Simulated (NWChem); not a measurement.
Program: NWChem. System: H₂B (+1), charge 1, spin multiplicity 1, at a geometry optimised with B3LYP/def2-SVP. The structure started from a generated list of species.

The NWChem input:

```
start mol
memory heap 200 mb stack 900 mb global 1100 mb
charge 1
geometry units angstroms nocenter noautoz noautosym
  B      0.000000     0.000000     0.000000
  H      0.000000     0.000000    -1.192705
  H      0.000000     0.000000     1.192705
end
basis spherical
  * library def2-svp
end
dft
  xc xpbe96 cpbe96
  semidirect memsize 60000000 filesize 0
  iterations 100
  convergence nolevelshifting
  cdft 1 1 charge -0.6 pop lowdin
end
task dft energy
```

The output up to the point where the run's verdict is printed (cleaned and shortened):

```
             Northwest Computational Chemistry Package (NWChem) 7.3.0
             --------------------------------------------------------

                                NWChem Input Module
                                -------------------

 Scaling coordinates for geometry "geometry" by  1.889725989
 (inverse scale =  0.529177249)

                             Geometry "geometry" -> ""
                             -------------------------

 Output coordinates in angstroms (scale by  1.889725989 to convert to a.u.)

  No.       Tag          Charge          X              Y              Z
 ---- ---------------- ---------- -------------- -------------- --------------
    1 B                    5.0000     0.00000000     0.00000000     0.00000000
    2 H                    1.0000     0.00000000     0.00000000    -1.19270500
    3 H                    1.0000     0.00000000     0.00000000     1.19270500

 Effective nuclear repulsion energy (a.u.)       4.6586214651

            Nuclear Dipole moment (a.u.)
            ----------------------------
        X                 Y               Z
 ---------------- ---------------- ----------------
     0.0000000000     0.0000000000     0.0000000000


 Summary of "ao basis" -> "" (spherical)
 ------------------------------------------------------------------------------
       Tag                 Description            Shells   Functions and Types
 ---------------- ------------------------------  ------  ---------------------
 *                          def2-svp                  on all atoms

  pbe96 is a nonlocal functional; adding pw91lda local functional.

                                 NWChem DFT Module
                                 -----------------

 Summary of "ao basis" -> "ao basis" (spherical)
 ------------------------------------------------------------------------------
       Tag                 Description            Shells   Functions and Types
 ---------------- ------------------------------  ------  ---------------------
 B                          def2-svp                 6       14   3s2p1d
 H                          def2-svp                 3        5   2s1p
[...]
  degenerate evals                     3                    4  -2.1713983948553275       -2.1713983948110576        5.3870144649573289E-014
  degenerate evals                     3                    4  -1.3015965183226124       -1.3015965182790705        1.0397859408568235E-013
  degenerate evals                     3                    4  -1.2801579351391070       -1.2801579350955909       -1.0616656280201925E-013
  degenerate evals                     3                    4  -1.2694406796490478       -1.2694406796055466       -1.0649090406420743E-013
  degenerate evals                     3                    4  -1.2667615808997192       -1.2667615808562209       -9.6675200248387552E-014
  degenerate evals                     3                    4  -1.2660918197351443       -1.2660918196916473       -2.2685762638848438E-014
  degenerate evals                     3                    4  -1.2659243802903923       -1.2659243802468925        6.9688166914874499E-013
  degenerate evals                     3                    4  -1.2658406606950234       -1.2658406606515233        1.2066980844571962E-011
  degenerate evals                     3                    4  -1.2658197308094146       -1.2658197307659147        1.5846824476109004E-010
  degenerate evals                     3                    4  -1.2658144983388415       -1.2658144982953401        1.3114893362134425E-009
  degenerate evals                     3                    4  -1.2658118821037734       -1.2658118820602109       -3.4092099855214952E-007
  degenerate evals                     3                    4  -1.2658117185908422       -1.2658117185461182       -1.1291686570748718E-004
  degenerate evals                     3                    4  -1.2658117085384935       -1.2658117083528844       -4.5757126444508384E-002
  degenerate evals                     3                    5  -1.2658117085384935       -1.2658117083168618        4.3016223552351046E-002
  degenerate evals                     3                    4  -1.2658117134832396       -1.2658117134369959       -5.2318746678148103E-004
  degenerate evals                     3                    5  -1.2658117134832396       -1.2658117126341186        1.3316979930980962E-002
  degenerate evals                     3                    4  -1.2658117109342106       -1.2658117108837632       -2.7930460325783051E-003
  degenerate evals                     3                    5  -1.2658117109342106       -1.2658117105633233       -3.1456910890521245E-002
  degenerate evals                     3                    4  -1.2658117096759336       -1.2658117096107242        1.6726377567548394E-002
  degenerate evals                     3                    5  -1.2658117096759336       -1.2658117095081154       -7.3066732733218454E-002
  degenerate evals                     3                    4  -1.2658117103007309       -1.2658117102463640        5.9031739749202958E-003
  degenerate evals                     3                    5  -1.2658117103007309       -1.2658117100409432       -4.5821280930105138E-002
  degenerate evals                     3                    4  -1.2658117099864208       -1.2658117099281772        9.5374672037896562E-003
  degenerate evals                     3                    5  -1.2658117099864208       -1.2658117097768165        5.7602618232343229E-002
  degenerate evals                     3                    4  -1.2658117098305128       -1.2658117097693280        1.2512136363859380E-002
  degenerate evals                     3                    5  -1.2658117098305128       -1.2658117096432586       -6.4989698305847818E-002
  degenerate evals                     3                    4  -1.2658117099083286       -1.2658117098487287        1.0896299456542293E-002
  degenerate evals                     3                    5  -1.2658117099083286       -1.2658117097102006       -6.1178551755075514E-002
```

The program stopped with an error. NWChem stopped with the message: CDFT: Unable to improve the multipliers.
